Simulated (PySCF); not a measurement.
Compound: NbSF3 (singlet state).
Geometry (PBE0-D3(BJ)/def2-SVP, Å), atoms numbered from 1 in this order:
```xyz
5
F3NbS angstrom
Nb     0.0171   -0.0218   -0.0928
S     -0.0676   -0.0245    2.0335
F      1.7944   -0.1054   -0.5951
F     -0.7612    1.5412   -0.7005
F     -0.9079   -1.4999   -0.7073
```

Computed with PBE0-D3(BJ)/def2-SVP geometry optimisation, gas phase, def2 core potentials past Kr (PySCF).

Take the most abundant isotopes and a rigid rotor. 

Question: What are A, B and C (GHz)?

Answer: Ia = 175.94, Ib = 244.69, Ic = 244.88 u·Å²; 505379 MHz·u·Å²/I gives 2873, 2065 and 2064 MHz, that is A = 2.8725, B = 2.0654, C = 2.0638 GHz.

Question: Classify the top.

Answer: A prolate symmetric top, as the point group C3v requires two equal moments; the computed ones differ by 0.08 % because the geometry is symmetric only within the optimiser's tolerance: κ = (2 × 2065 − 2873 − 2064)/(2873 − 2064) = -1.00.

Question: Where do the R-branch lines fall?

Answer: The dipole of 1.05 D lies along the symmetry axis, so ΔK = 0 and J+1 ← J falls at 2B(J+1) for every K: 4.13 GHz, 8.26 GHz, 12.39 GHz, 16.52 GHz, 20.65 GHz for J = 0 to 4.

Question: Estimate the classical rotational partition function at 10 K, 200 K and 298.15 K.

Answer: Point group C3v, symmetry number σ = 3; q = (√π/σ)·√((kT/h)³/(ABC)), k/h = 20836.6 MHz/K: 508 at 10 K, 45400 at 200 K, 82700 at 298.15 K.

PBE0-D3(BJ)/def2-SVP frequencies: not computed here. Zero-point vibration and centrifugal distortion are left out.

Time: 51 s of wall time; peak memory 0.36 GiB. Hardware: one thread of an Intel Xeon Platinum 8488C (shared host). These figures are those of the optimisation.
